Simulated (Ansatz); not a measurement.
Be11O11⁺ (started as a model of: (BeO)11 cage of four- and six-membered rings). Total charge 1; doublet. Geometry r2SCAN-D4/def2-SVP, that of the neutral singlet; atoms count from 1.

Cartesian coordinates in Å:
```
Be 1.133 1.958 1.518
O 2.001 0.722 1.115
Be 0.891 -0.021 2.046
O 0.240 1.267 2.685
Be -0.923 1.687 1.700
O -0.028 2.614 0.676
Be -0.072 2.019 -0.741
O 1.082 1.121 -1.387
Be 1.916 0.237 -0.377
O 1.916 -1.318 -0.599
Be 0.807 -2.053 0.338
O 0.093 -1.260 1.496
Be -1.373 -0.834 1.061
O -1.926 0.667 1.149
Be -2.091 0.453 -0.436
O -1.311 1.288 -1.469
Be -0.140 0.387 -2.112
O -2.002 -1.151 -0.379
Be 0.974 -1.884 -1.710
O 0.068 -2.871 -0.791
Be -1.073 -1.916 -1.329
O -0.183 -1.111 -2.454
```

Question: Estimate the Mulliken populations from the PBE0/def2-SVP orbitals of Ansatz.

Answer: 
```tsv
atom	charge (e)	spin (α − β)
Be1	0.98	-0.02
O2	-0.72	0.09
Be3	0.79	-0.01
O4	-0.64	0.20
Be5	0.82	-0.01
O6	-0.72	0.08
Be7	0.77	-0.03
O8	-0.68	0.31
Be9	0.67	-0.03
O10	-0.72	0.09
Be11	0.79	-0.01
O12	-0.80	0.00
Be13	0.61	-0.01
O14	-0.75	0.01
Be15	0.88	0.00
O16	-0.73	0.10
Be17	0.77	-0.03
O18	-0.75	0.01
Be19	0.98	-0.02
O20	-0.64	0.20
Be21	0.82	-0.01
O22	-0.72	0.08
```
Mulliken values depend strongly on the basis.

Question: Where does the spin sit?

Answer: Summed by element: Be -0.17, O 1.17, of 1 unpaired in all. Largest on single atoms: O8 0.31, O4 0.20, O20 0.20.

Question: And the Mayer bond orders between heavy atoms (over 0.3)?

Answer: Be1–O2 0.58 (1.56 Å); Be1–O4 0.50 (1.62 Å); Be1–O6 0.56 (1.58 Å); O2–Be3 0.55 (1.63 Å); O2–Be9 0.69 (1.57 Å); Be3–O4 0.72 (1.58 Å); Be3–O12 0.56 (1.57 Å); O4–Be5 0.66 (1.58 Å); Be5–O6 0.57 (1.65 Å); Be5–O14 0.66 (1.53 Å); O6–Be7 0.72 (1.54 Å); Be7–O8 0.49 (1.60 Å); Be7–O16 0.61 (1.61 Å); O8–Be9 0.60 (1.58 Å); O8–Be17 0.49 (1.60 Å); Be9–O10 0.69 (1.57 Å); O10–Be11 0.55 (1.63 Å); O10–Be19 0.58 (1.56 Å); Be11–O12 0.56 (1.57 Å); Be11–O20 0.72 (1.58 Å); O12–Be13 0.67 (1.59 Å); Be13–O14 0.67 (1.60 Å); Be13–O18 0.67 (1.60 Å); O14–Be15 0.58 (1.61 Å); Be15–O16 0.59 (1.54 Å); Be15–O18 0.58 (1.61 Å); O16–Be17 0.61 (1.61 Å); Be17–O22 0.72 (1.54 Å); O18–Be21 0.66 (1.53 Å); Be19–O20 0.50 (1.62 Å); Be19–O22 0.56 (1.58 Å); O20–Be21 0.66 (1.58 Å); Be21–O22 0.57 (1.65 Å).
